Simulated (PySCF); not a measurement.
Correlation energy of Mg⁺ (magnesium, charge +1)

[Ne] 3d1, 2D determinant (an excited configuration). Computed with PySCF 2.14 in aug-cc-pCVTZ-DK (8s7p5d3f, 75 functions), with scalar relativity by spin-free X2C-1e. Frozen: 1s2; 9 electrons correlated.

MP2 pair energies summed by pair of shells (mhartree):

```
 pair   energy  share (%)
2p-2p  -183.60       71.7
2s-2p   -61.42       24.0
2s-2s    -9.83        3.8
2p-3d    -1.17        0.5
2s-3d    -0.10        0.0
```

Total MP2 correlation energy: -256.13 mhartree.

Same-spin part -66.32 and opposite-spin part -189.80 mhartree; SCS-MP2 scales them by 1/3 and 6/5 to -249.87 mhartree.
